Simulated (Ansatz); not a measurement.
`N[SiH](O)[SiH3]` + `BO` → `BO[SiH](N)[SiH3]` + H₂O  (ligand exchange at the Si–O bond)

Gas-phase electronic energies from Ansatz, PBE0-D4/def2-TZVP geometries. CBS: MP2 limit from def2 TZ/QZ plus the TZ coupled-cluster correction, frozen cores. This one scheme is used for every species. DFT in def2-TZVPP. B3LYP here is the variant with VWN-RPA as its local correlation; programs differ in this. Each species was taken in one conformer, which may not be the lowest.

| level | ΔE (kJ/mol) | difference from CCSD(T)/CBS |
| --- | --- | --- |
| PBE-D4 | 5.3 | 5.9 |
| r2SCAN-D4 | 4.6 | 5.2 |
| PBE0-D4 | 3.3 | 3.9 |
| B3LYP-D4 | 2.7 | 3.3 |
| ωB97X-V | 4.2 | 4.8 |
| ωB97M-V | 3.7 | 4.3 |
| B2PLYP | 6.6 | 7.2 |
| PBE | 9.7 | 10.3 |
| r2SCAN | 5.9 | 6.5 |
| PBE0 | 7.4 | 8.0 |
| B3LYP | 9.7 | 10.3 |
| HF/def2-TZVPP | 6.3 | 6.9 |
| MP2/def2-TZVPP | 1.5 | 2.1 |
| SCS-MP2/def2-TZVPP | 2.7 | 3.3 |
| CCSD/def2-TZVPP | 2.3 | 2.9 |
| CCSD(T)/def2-TZVPP | 1.5 | 2.1 |
| HF/def2-QZVPP | 5.4 | 6.0 |
| MP2/def2-QZVPP | 0.0 | 0.6 |
| SCS-MP2/def2-QZVPP | 1.4 | 2.0 |
| HF/CBS(def2) | 5.2 | 5.8 |
| MP2/CBS(def2) | -0.6 | 0.0 |
| CCSD/CBS(def2) | 0.2 | 0.8 |
| CCSD(T)/CBS | -0.6 | 0 |

Largest T1 diagnostic among the species: 0.014.

In def2-TZVPP, CCSD(T) changes the Hartree–Fock value by −4.8 kJ/mol (the triples alone add −0.8 kJ/mol) and MP2 by −4.8 kJ/mol. The D4 term adds −7.0 kJ/mol with B3LYP and −4.0 kJ/mol with PBE0; it sums over pairs of atoms, weighted by their polarisabilities, and B3LYP, whose exchange is more repulsive, gets the larger term.

CCSD(T)/CBS has its own doubt, a few kJ/mol and more with outer-core shells, so smaller differences from it don't rank the levels.
